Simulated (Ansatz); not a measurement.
A nudged elastic band was laid between two geometries of AlF2H2N + H2 (8 atoms, charge 0, multiplicity 1).

These are results of RKS B3LYP-D4/def2-SVP (Ansatz), not measurements.

```yaml
movable_images: 7
climbing_image: yes
spring: 5.0 eV/Å²
optimiser: quadratic models (default)
start_path: through a guess of the saddle point
force_threshold: 0.5 eV/Å
iteration_limit: 60
end_points: relaxed
```

First end point:

```xyz
8
Properties=species:S:1:pos:R:3
Al -0.012 -0.015 0.401
N 0.029 -0.368 2.123
H -0.785 -0.635 2.667
H 0.871 -0.438 2.685
F 1.390 0.238 -0.452
F -1.433 -0.127 -0.448
H -0.210 2.315 0.307
H -0.266 2.153 1.052
```

Last end point:

```xyz
8
Properties=species:S:1:pos:R:3
Al -0.064 0.568 0.003
N -0.050 0.307 2.031
H -0.813 -0.328 2.281
H 0.832 -0.142 2.293
F 1.442 -0.125 -0.291
F -1.381 -0.433 -0.311
H -0.232 2.117 -0.256
H -0.150 1.160 2.586
```

(1) What changes between the two ends?

(2) Give the energies along the band, and the barrier.

(3) What is the geometry of the highest image?

Answers

(1) Bonds broken: H7–H8. Bonds formed: Al1–H7, N2–H8. AlF2H2N + H2 becomes AlF2H4N.

(2) The run converged. The highest image is number 3 of 0 to 8, 64.9 kJ/mol above the first end and 148.8 kJ/mol above the last; the last end lies 83.9 kJ/mol below the first. The threshold of 0.5 eV/Å is loose, so the images may lie well off the minimum-energy path. Another band between the same ends (7 images) ends at a top of the same energy, where a vibrational analysis finds 1 clearly imaginary mode. The orbitals stay closed-shell, which can raise the energy where a bond breaks towards radicals; this wasn't checked here.

```csv
image,path coordinate (Å),energy (kJ/mol),H7–H8 (Å),Al1–H7 (Å),N2–H8 (Å)
0,0.00,0.0,0.77,2.34,2.75
1,0.46,3.8,0.77,2.31,2.39
2,0.93,26.0,0.80,2.06,1.92
3,1.39,64.9,1.01,1.79,1.43
4,1.75,10.6,1.39,1.68,1.13
5,2.10,-45.1,1.82,1.60,1.03
6,2.45,-69.2,2.23,1.59,1.02
7,2.79,-80.6,2.63,1.58,1.02
8,3.14,-83.9,3.00,1.58,1.02
```

(3) 
```xyz
8
Properties=species:S:1:pos:R:3
Al -0.031 0.264 0.166
N -0.025 0.061 2.027
H -0.817 -0.336 2.534
H 0.836 -0.122 2.544
F 1.437 0.095 -0.594
F -1.431 -0.207 -0.595
H -0.213 1.966 0.707
H -0.171 1.404 1.547
```

The run took 3 min on 1 thread of Arm Neoverse V1, with other jobs on the host, peak memory 0.15 GiB.
